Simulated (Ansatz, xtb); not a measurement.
**Isomers of C3H12BNSi in order of energy**

4 gas-phase structures of C3H12BNSi, from a drawn sample of its isomers (lower ones may exist). Each was relaxed with GFN2-xTB; where two conformers were screened, the lower at r2SCAN-D4/def2-SVP is listed:

A. `CBN([SiH3])CC`, a singlet
B. `CC[C@H]([SiH3])BN`, a singlet
C. `CN(C)BC[SiH3]`, a singlet
D. `BN[SiH2]C(C)C`, a singlet

**Question.** Estimate their order in r2SCAN-D4/def2-SVP energy at these geometries, lowest first.

**Answer.** Calculated order at r2SCAN-D4/def2-SVP: D (0.0), A (1.9), B (4.0), C (12.1) kcal/mol.

Energies above the lowest of each column, in kcal/mol; the last columns are at B3LYP/def2-SVP geometries (a dash: not run or not comparable):

```csv
structure,GFN2-xTB,HF/STO-3G,r2SCAN-D4/def2-SVP,B3LYP/def2-SVP,CCSD(T)/def2-SVP + ΔMP2/def2-TZVPP
D,4.3,0.0,0.0,0.0,0.0
A,0.0,2.6,1.9,2.2,4.0
B,22.7,15.0,4.0,6.4,8.1
C,18.9,14.9,12.1,12.9,–
```

CCSD(T)/def2-SVP + ΔMP2/def2-TZVPP puts D lowest of those it was run on; GFN2-xTB picks A. Some further structures that were screened fall inside this span and aren't listed. Flexible structures stand in one conformer each, not always the lowest. Frequencies (GFN2-xTB) were run for A, B, D alone. ΔMP2 is the change of the MP2 energy from the smaller to the larger basis.

Over these structures GFN2-xTB departs from r2SCAN-D4/def2-SVP by 5.9 kcal/mol on average once a common shift is removed. A GFN2-xTB relaxation took about 0.35 s and the r2SCAN-D4/def2-SVP energy about 1.9 s on a shared host (Ansatz 0.2.0, xtb 6.7.1).
